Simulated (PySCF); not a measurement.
# A small calculation by hand: refractive index and permittivity of the vapour

but-1-en-3-yne (C4H4), SMILES C(C#C)=C.

Geometry optimised at PBE-D3(BJ)/def2-SVP.

PBE/def2-TZVPD run with PySCF gives a mean static polarisability of 54.2 bohr³ and a dipole moment of 0.37 D. Take an ideal gas at 298.15 K and 1 bar, whether or not the substance is that volatile.

Question: Work out n − 1 in the optical limit and the static ε − 1.

Answer: 
Polarisability volume α' = 54.2 × 0.148185 = 8.03 Å³. Number density N = p/kT = 2.43e-5 Å⁻³.
Dilute limit of Lorentz–Lorenz: n − 1 = 2π N α' = 0.0012.
Orientation term of Debye: μ²/(3kT) = 8.098 Å³ × μ²(D²) = 1.11 Å³.
ε − 1 = 4π N (α' + μ²/3kT) = 0.0028. Orientation of the dipole supplies 12 % of the static response; it can't follow optical fields. Vibrational polarisation and dispersion are left out.
